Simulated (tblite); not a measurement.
Record of a relaxation.

Compound: C7H8F2.
SMILES with atom numbers: `[CH3:1][C:2]1=[CH:3][C:4]([F:5])=[CH:6][CH2:7][C@@H:8]1[F:9]` (hydrogens: H10, H11, H12 on C1; H13 on C3; H14 on C6; H15, H16 on C7; H17 on C8)

Computed with GFN2-xTB (tblite), gas phase: L-BFGS steps from a force-field or distance-geometry start until the largest atomic force falls under 0.01 eV/Å. 9 of its 107 geometries are shown.

Step 0: E = -775.2992 eV, largest atomic force 3.399 eV/Å
```
atom  x, y, z in Å  |  force x, y, z in eV/Å
C1      2.295    0.279    0.065   -0.629   0.212   1.010
C2      0.783    0.215   -0.012    2.342  -0.145   0.505
C3      0.143    1.329   -0.195   -2.391   2.368  -0.478
C4     -1.322    1.316   -0.279    0.526   0.094   0.162
F5     -2.062    2.443   -0.465    0.702  -0.058  -0.003
C6     -1.968    0.175   -0.143   -0.817  -0.339   0.000
C7     -1.325   -1.140    0.080   -1.349  -1.044   0.741
C8      0.166   -1.114    0.161    1.015  -0.878  -1.634
F9      0.683   -1.735    1.287   -0.315   0.038  -0.011
H10     2.559    0.053    1.121    0.155  -0.162  -0.746
H11     2.623    1.314   -0.123    0.040  -0.686  -0.218
H12     2.691   -0.460   -0.620    0.434   0.135   0.094
H13     0.603    2.303   -0.303    0.138  -0.211  -0.034
H14    -3.041    0.196   -0.202   -0.274  -0.171   0.045
H15    -1.696   -1.586    1.038    0.038   0.393  -0.448
H16    -1.668   -1.859   -0.699    0.161   0.456   0.327
H17     0.529   -1.715   -0.722    0.222  -0.003   0.689
```

Step 13: E = -775.6730 eV, largest atomic force 0.038 eV/Å
```
atom  x, y, z in Å  |  force x, y, z in eV/Å
C1      2.310    0.283    0.092    0.002   0.001   0.003
C2      0.822    0.257   -0.014   -0.009   0.006  -0.020
C3      0.085    1.354   -0.198    0.025  -0.001  -0.003
C4     -1.353    1.289   -0.268    0.021  -0.003  -0.013
F5     -1.984    2.468   -0.474   -0.024  -0.026   0.014
C6     -2.041    0.159   -0.140    0.007   0.009  -0.012
C7     -1.354   -1.150    0.077   -0.023   0.000   0.002
C8      0.184   -1.107    0.090   -0.028  -0.017  -0.012
F9      0.623   -1.707    1.271   -0.004   0.023   0.003
H10     2.615    0.010    1.103   -0.016  -0.023  -0.004
H11     2.692    1.275   -0.133    0.018  -0.004   0.007
H12     2.757   -0.440   -0.590   -0.009   0.011  -0.002
H13     0.542    2.325   -0.300   -0.004   0.032   0.011
H14    -3.119    0.151   -0.179    0.003  -0.006   0.008
H15    -1.682   -1.555    1.041    0.017   0.011   0.012
H16    -1.702   -1.854   -0.684    0.027   0.002  -0.005
H17     0.599   -1.746   -0.704   -0.004  -0.015   0.011
```

Step 26: E = -775.6750 eV, largest atomic force 0.020 eV/Å
```
atom  x, y, z in Å  |  force x, y, z in eV/Å
C1      2.309    0.278    0.088    0.004  -0.001   0.004
C2      0.821    0.261   -0.029    0.008  -0.003  -0.003
C3      0.085    1.360   -0.204   -0.004   0.005   0.000
C4     -1.354    1.290   -0.272   -0.003  -0.004  -0.001
F5     -1.996    2.464   -0.467    0.007   0.006   0.000
C6     -2.039    0.158   -0.146    0.002  -0.009   0.010
C7     -1.352   -1.150    0.074    0.009  -0.010   0.004
C8      0.184   -1.103    0.086    0.007   0.006   0.007
F9      0.624   -1.677    1.280   -0.014  -0.006  -0.001
H10     2.598   -0.019    1.096    0.004  -0.014   0.008
H11     2.706    1.269   -0.113   -0.007   0.011   0.001
H12     2.756   -0.436   -0.601   -0.004   0.005  -0.019
H13     0.537    2.336   -0.292   -0.001   0.001  -0.010
H14    -3.117    0.150   -0.175    0.001  -0.003  -0.008
H15    -1.675   -1.549    1.041   -0.002   0.002   0.008
H16    -1.696   -1.860   -0.683   -0.001   0.007  -0.014
H17     0.603   -1.758   -0.694   -0.004   0.007   0.014
```

Step 40: E = -775.6786 eV, largest atomic force 0.054 eV/Å
```
atom  x, y, z in Å  |  force x, y, z in eV/Å
C1      2.310    0.272    0.072    0.004   0.005  -0.007
C2      0.820    0.269   -0.021    0.004  -0.001   0.018
C3      0.082    1.365   -0.211    0.018  -0.030  -0.037
C4     -1.358    1.293   -0.271    0.025  -0.028   0.006
F5     -2.005    2.466   -0.464    0.033  -0.039  -0.009
C6     -2.039    0.157   -0.147   -0.007   0.003   0.034
C7     -1.348   -1.149    0.073   -0.020   0.006  -0.019
C8      0.186   -1.094    0.132   -0.014   0.008  -0.002
F9      0.589   -1.624    1.359    0.005   0.027   0.010
H10     2.622   -0.170    1.019   -0.020   0.017  -0.008
H11     2.709    1.279    0.003   -0.016  -0.001  -0.013
H12     2.738   -0.340   -0.724    0.002   0.027  -0.009
H13     0.532    2.337   -0.345    0.004  -0.020   0.050
H14    -3.116    0.142   -0.189    0.000   0.007   0.013
H15    -1.694   -1.571    1.023   -0.020   0.023  -0.020
H16    -1.664   -1.845   -0.709   -0.009  -0.009  -0.013
H17     0.628   -1.776   -0.609    0.012   0.007   0.007
```

Step 53: E = -775.6831 eV, largest atomic force 0.031 eV/Å
```
atom  x, y, z in Å  |  force x, y, z in eV/Å
C1      2.312    0.270    0.046    0.022  -0.003  -0.004
C2      0.821    0.260   -0.021    0.010  -0.007  -0.003
C3      0.087    1.355   -0.222    0.007   0.000   0.003
C4     -1.352    1.287   -0.277   -0.011  -0.006   0.016
F5     -1.990    2.462   -0.477   -0.017  -0.001   0.010
C6     -2.037    0.157   -0.142   -0.018  -0.008  -0.003
C7     -1.351   -1.154    0.062    0.006  -0.005  -0.001
C8      0.180   -1.092    0.178    0.006  -0.017   0.009
F9      0.536   -1.542    1.452    0.002   0.015   0.016
H10     2.650   -0.296    0.912    0.001   0.014   0.005
H11     2.692    1.286    0.110    0.002   0.000  -0.006
H12     2.731   -0.204   -0.843   -0.002  -0.010   0.000
H13     0.539    2.326   -0.351    0.018   0.012  -0.011
H14    -3.114    0.147   -0.173   -0.030   0.006  -0.007
H15    -1.729   -1.603    0.986    0.003  -0.004  -0.012
H16    -1.635   -1.829   -0.750    0.002   0.025  -0.013
H17     0.653   -1.817   -0.499   -0.003  -0.012   0.000
```

Step 66: E = -775.6926 eV, largest atomic force 0.135 eV/Å
```
atom  x, y, z in Å  |  force x, y, z in eV/Å
C1      2.324    0.261   -0.003   -0.063  -0.012   0.005
C2      0.828    0.248   -0.043   -0.015   0.023  -0.083
C3      0.088    1.344   -0.236   -0.007   0.023   0.065
C4     -1.353    1.285   -0.235    0.015  -0.037   0.030
F5     -1.996    2.469   -0.372    0.047  -0.077  -0.018
C6     -2.038    0.152   -0.110   -0.031  -0.004  -0.043
C7     -1.347   -1.169    0.017    0.035   0.097  -0.047
C8      0.172   -1.085    0.245   -0.025   0.082  -0.019
F9      0.433   -1.366    1.588   -0.026  -0.081   0.015
H10     2.673   -0.326    0.844    0.011  -0.002   0.055
H11     2.705    1.274    0.083   -0.042   0.009   0.005
H12     2.745   -0.185   -0.904   -0.070  -0.047  -0.054
H13     0.533    2.315   -0.389    0.045  -0.024  -0.017
H14    -3.115    0.148   -0.149   -0.030  -0.009   0.073
H15    -1.785   -1.721    0.857    0.082   0.042  -0.098
H16    -1.555   -1.745   -0.891    0.050  -0.005   0.055
H17     0.681   -1.886   -0.311    0.024   0.022   0.076
```

Step 80: E = -775.7242 eV, largest atomic force 0.043 eV/Å
```
atom  x, y, z in Å  |  force x, y, z in eV/Å
C1      2.317    0.239   -0.061    0.011  -0.015  -0.003
C2      0.825    0.235   -0.042    0.007   0.010   0.000
C3      0.086    1.331   -0.232    0.001   0.003   0.011
C4     -1.353    1.278   -0.143   -0.003  -0.005  -0.008
F5     -1.990    2.470   -0.152   -0.003  -0.013  -0.020
C6     -2.035    0.139   -0.070   -0.007   0.010   0.008
C7     -1.308   -1.168   -0.103    0.007   0.018   0.015
C8      0.153   -1.065    0.331    0.015   0.019  -0.004
F9      0.215   -1.184    1.723    0.022  -0.005  -0.018
H10     2.697   -0.151    0.883   -0.007   0.007  -0.020
H11     2.692    1.248   -0.206    0.027  -0.029  -0.002
H12     2.695   -0.399   -0.860   -0.015  -0.003   0.006
H13     0.537    2.287   -0.451   -0.012   0.016   0.027
H14    -3.112    0.131   -0.021   -0.010  -0.019  -0.004
H15    -1.802   -1.883    0.558   -0.021  -0.020  -0.010
H16    -1.351   -1.572   -1.119    0.001  -0.001  -0.007
H17     0.726   -1.924   -0.045   -0.015   0.028   0.029
```

Step 93: E = -775.7265 eV, largest atomic force 0.019 eV/Å
```
atom  x, y, z in Å  |  force x, y, z in eV/Å
C1      2.316    0.230   -0.068    0.003   0.003  -0.002
C2      0.825    0.243   -0.039    0.003   0.003   0.004
C3      0.083    1.339   -0.220    0.002  -0.001  -0.005
C4     -1.358    1.278   -0.137    0.000   0.001   0.005
F5     -2.001    2.467   -0.157    0.000   0.001   0.004
C6     -2.037    0.137   -0.063    0.001  -0.001  -0.019
C7     -1.302   -1.165   -0.106   -0.002  -0.004  -0.006
C8      0.155   -1.056    0.339   -0.002   0.002  -0.002
F9      0.212   -1.167    1.730   -0.001  -0.004   0.000
H10     2.696   -0.144    0.883    0.002  -0.001  -0.002
H11     2.712    1.227   -0.239    0.001   0.006  -0.005
H12     2.676   -0.435   -0.853   -0.005  -0.001  -0.002
H13     0.526    2.300   -0.431    0.003  -0.001   0.009
H14    -3.114    0.122   -0.020    0.002  -0.006  -0.005
H15    -1.800   -1.898    0.532    0.000  -0.002   0.009
H16    -1.328   -1.551   -1.132   -0.005   0.006   0.007
H17     0.732   -1.915   -0.029    0.000  -0.001   0.010
```

Step 106: E = -775.7269 eV, largest atomic force 0.010 eV/Å
```
atom  x, y, z in Å  |  force x, y, z in eV/Å
C1      2.316    0.230   -0.075   -0.004   0.002   0.001
C2      0.826    0.244   -0.032   -0.003  -0.005  -0.004
C3      0.084    1.341   -0.207   -0.004  -0.002  -0.005
C4     -1.357    1.279   -0.132    0.000  -0.002   0.005
F5     -2.002    2.466   -0.153    0.000  -0.001   0.001
C6     -2.036    0.136   -0.074    0.000  -0.001   0.000
C7     -1.301   -1.167   -0.108    0.004   0.002   0.006
C8      0.154   -1.054    0.345    0.004  -0.003   0.008
F9      0.201   -1.159    1.738    0.003  -0.002  -0.003
H10     2.707   -0.147    0.870    0.002  -0.005  -0.006
H11     2.712    1.226   -0.249   -0.002   0.000  -0.003
H12     2.665   -0.434   -0.867    0.004   0.000   0.009
H13     0.528    2.303   -0.412   -0.003   0.002   0.002
H14    -3.112    0.117   -0.045   -0.001   0.008  -0.003
H15    -1.801   -1.895    0.534    0.004   0.006  -0.005
H16    -1.324   -1.558   -1.130   -0.001  -0.004  -0.005
H17     0.733   -1.915   -0.013    0.000   0.005   0.003
```

Question: Summarise the path.

Answer: The energy falls by 0.4277 eV from step 0 to step 106; nine tenths of that is first reached at step 58. It rises by more than 0.2 meV at step 69. The largest force goes from 3.399 to 0.010 eV/Å. Among the bonds C2=C3 changes most, from 1.299 to 1.336 Å; the atoms move by 0.392 Å rms after alignment.

The cost below is that of the whole relaxation. Hardware: an Arm Neoverse V2 with one thread (shared host). Cost: 0.58 s wall.
